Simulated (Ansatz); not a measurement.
Consider the redistribution: `F[Si](F)(F)[SiH2]Cl` + `C[Si]Cl` → `C[SiH2][Si](F)(F)F` + `Cl[Si]Cl`.

Computed with Ansatz on PBE0-D4/def2-TZVP structures; ΔE is electronic, products minus reactants. CCSD(T)/CBS is the MP2 limit (def2-TZVPP, def2-QZVPP) plus CCSD(T) − MP2 in def2-TZVPP, frozen cores. This one scheme is used for every species. DFT in def2-TZVPP. B3LYP here is the variant with VWN-RPA as its local correlation; programs differ in this. HSE06 is defined as in plane-wave codes. One conformer a species, not always the lowest.

`F[Si](F)(F)[SiH2]Cl`:

Cartesian coordinates in Å:
```
F -0.725 0.819 1.970
Si -0.774 0.766 0.393
F -2.231 0.317 -0.020
F -0.567 2.241 -0.137
Si 0.850 -0.669 -0.474
Cl 0.486 -2.546 0.267
H 0.763 -0.701 -1.953
H 2.198 -0.227 -0.047
```

`C[Si]Cl`:

Cartesian coordinates in Å:
```
C 0.276 0.498 -0.194
Si -1.318 -0.164 0.570
Cl -0.785 -2.185 0.673
H 1.130 0.266 0.454
H 0.230 1.578 -0.349
H 0.468 0.007 -1.155
```

`C[SiH2][Si](F)(F)F`:

```xyz
11

C     1.671    0.009   -0.482
Si    0.318    0.329    0.771
Si   -1.754   -0.249   -0.127
F    -2.079    0.580   -1.438
F    -2.953   -0.003    0.876
F    -1.810   -1.778   -0.540
H     2.645    0.277   -0.066
H     1.510    0.600   -1.385
H     1.698   -1.046   -0.763
H     0.505   -0.482    2.003
H     0.248    1.765    1.151
```

`Cl[Si]Cl`:

Z-matrix (Å, degrees):
```
Si
Cl 1 2.077
Cl 1 2.077 2 101.3
```

| level | ΔE (kcal/mol) | difference from CCSD(T)/CBS |
| --- | --- | --- |
| PBE-D4 | -14.4 | -2.1 |
| revPBE-D4 | -13.9 | -1.6 |
| BLYP-D4 | -14.3 | -2.0 |
| r2SCAN-D4 | -13.6 | -1.3 |
| B97M-V | -13.0 | -0.7 |
| PBE0-D4 | -13.3 | -1.0 |
| B3LYP-D4 | -13.5 | -1.2 |
| r2SCANh-D4 | -13.3 | -1.0 |
| r2SCAN0-D4 | -12.9 | -0.6 |
| HSE06-D4 | -13.3 | -1.0 |
| BHLYP-D4 | -12.2 | 0.1 |
| ωB97X-V | -12.4 | -0.1 |
| ωB97M-V | -13.4 | -1.1 |
| B2PLYP | -13.2 | -0.9 |
| PBE-QIDH | -12.5 | -0.2 |
| PBE | -14.5 | -2.2 |
| revPBE | -14.4 | -2.1 |
| BLYP | -14.6 | -2.3 |
| r2SCAN | -13.6 | -1.3 |
| B3LYP | -13.7 | -1.4 |
| r2SCANh | -13.3 | -1.0 |
| r2SCAN0 | -12.9 | -0.6 |
| HSE06 | -13.4 | -1.1 |
| BHLYP | -12.4 | -0.1 |
| CAM-B3LYP | -13.0 | -0.7 |
| LC-ωPBE | -12.2 | 0.1 |
| RPA@PBE/def2-TZVPP | -12.3 | 0.0 |
| HF/def2-SVP | -11.3 | 1.0 |
| MP2/def2-SVP | -13.4 | -1.1 |
| CCSD(T)/def2-SVP | -13.4 | -1.1 |
| HF/def2-TZVPP | -10.3 | 2.0 |
| MP2/def2-TZVPP | -12.7 | -0.4 |
| SCS-MP2/def2-TZVPP | -12.2 | 0.1 |
| CCSD/def2-TZVPP | -11.8 | 0.5 |
| CCSD(T)/def2-TZVPP | -12.4 | -0.1 |
| MP2/def2-QZVPP | -12.6 | -0.3 |
| SCS-MP2/def2-QZVPP | -12.0 | 0.3 |
| HF/CBS(def2) | -10.2 | 2.1 |
| MP2/CBS(def2) | -12.6 | -0.3 |
| CCSD/CBS(def2) | -11.7 | 0.6 |
| CCSD(T)/CBS | -12.3 | 0 |

Q: What do rigid-rotor, harmonic-oscillator terms from PBE0-D4/def2-TZVP frequencies (298.15 K, 1 bar) make of the CCSD(T)/CBS value? (Best estimate.)

A: The calculation gave: ΔZPE = +0.6 kcal/mol, ΔH = -11.8 kcal/mol, ΔS = -11 J/(mol·K), ΔG = -11.0 kcal/mol. Modes under 50 cm⁻¹ make the entropy rough.

Largest T1 diagnostic among the species: 0.013.

From PBE to PBE0 (25 % exact exchange), in def2-TZVPP and without D4, ΔE moves by +1.1 kcal/mol. At CCSD(T), def2-SVP lies −1.1 kcal/mol from the extrapolated value and def2-TZVPP −0.1 kcal/mol.
